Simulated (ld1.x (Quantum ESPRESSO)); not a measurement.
**Which setting gave this result? (oxygen (O), PAW)**

Base potential:

* Element: O (Z = 8)
* Generator: ld1.x (Quantum ESPRESSO) 7.5
* Type: PAW
* Functional: PBE
* Relativity: scalar-relativistic
* Frozen core: [He]
* Valence charge: 6
* Reference configuration: 2s2 2p2.5 (charge +1.5)
* Partial waves: 2s (bound): rcut 0.85, rcutus 1.00 bohr; 2s channel at -1.85 Ry: rcut 0.85, rcutus 1.00 bohr; 2p (bound): rcut 1.05, rcutus 1.35 bohr; 2p channel at 0.5 Ry: rcut 1.05, rcutus 1.35 bohr; 3d channel at 0.35 Ry: rcut 0.90, rcutus 1.25 bohr; 3d channel at 0.95 Ry: rcut 0.90, rcutus 1.25 bohr
* Local potential: all-electron potential smoothed inside 0.90 bohr (lloc = -1)
* Core correction: Bessel-smoothed model core inside 0.70 bohr
* Augmentation charge: BESSEL, radius 0.85 bohr

Cutoffs, loose and tight: the cutoffs (Ry, on a coarse ladder) from which the occupation-weighted sum of valence levels, in a spherical-Bessel basis at the reference potential, stays within 10 and 1 mRy of its value at 400 Ry. They do not see the model core or the augmentation charge, which bear on the density cutoff. Test errors are all-electron minus pseudo excitation energies from the reference, over the configurations 2s2 2p4; 2s2 2p3; 2s2 2p2; 2s1 2p4; 2s2 2p0; 2s0 2p6; 2s2 2p1; variants that change the core or the reference have their own tests. The largest error is taken over the tests solved by every variant that gives reliable tests at all, those not shown here included: 2s0 2p6; 2s1 2p4; 2s2 2p0; 2s2 2p2.

Only the p radius is moved (2 further runs of the sweep failed or gave no value and are left out):

```json
{"p radius (bohr)": "0.94", "cutoff, loose": "80 Ry", "cutoff, tight": "100 Ry", "bound ghosts": "none", "largest test error (meV)": "+8.0"}
{"p radius (bohr)": "1.02", "cutoff, loose": "70 Ry", "cutoff, tight": "100 Ry", "bound ghosts": "none", "largest test error (meV)": "+7.1"}
{"p radius (bohr)": "1.18", "cutoff, loose": "50 Ry", "cutoff, tight": "80 Ry", "bound ghosts": "none", "largest test error (meV)": "-0.8"}
{"p radius (bohr)": "1.54", "cutoff, loose": "30 Ry", "cutoff, tight": "55 Ry", "bound ghosts": "none", "largest test error (meV)": "-16"}
{"p radius (bohr)": "2.04", "cutoff, loose": "21 Ry", "cutoff, tight": "45 Ry", "bound ghosts": "none", "largest test error (meV)": "+174"}
```

Problem. One more run gave cutoff, loose: 40 Ry; cutoff, tight: 70 Ry; bound ghosts: none; largest test error (meV): -8.7. Which value of the p radius was used?

Solution. 1.36 bohr. The loose cutoff moves one way along this sweep, from 80 Ry at 0.94 to 21 Ry at 2.04 bohr, which places the run between 1.18 and 1.54 bohr.
